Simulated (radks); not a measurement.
Problem. Charge is removed step by step from the 3d (averaged over the sub-levels emptied) level of As, starting from [Ar] 3d10 4s2 4p3. Code: a radial shooting solver on a logarithmic mesh with Libxc functionals. Model: Dirac Kohn-Sham, LDA (Slater exchange, Perdew-Wang correlation), spin-unpolarised, spherical densities, finite nucleus; open shells are shared between the two j in proportion to 2j + 1; Fermi nuclear charge, rms radius 4.0968 fm. At the starting occupation the eigenvalue is -40.883 eV. Estimate the energy to remove one whole electron from this level, the eigenvalue at the end, and how far E(n) bends from a straight line.

Solution. Delta-SCF 51.089 eV; final eigenvalue -61.897 eV; the deviation from the straight line is -2.630 eV at 0.5 electron removed, the largest on the grid computed. Slater's transition state (half an electron removed) gives 50.940 eV. Integrating minus the eigenvalue over the occupation (Janak's theorem) gives 51.089 eV. The mean slope of the eigenvalue, de/dn, is 21.0 eV per electron.
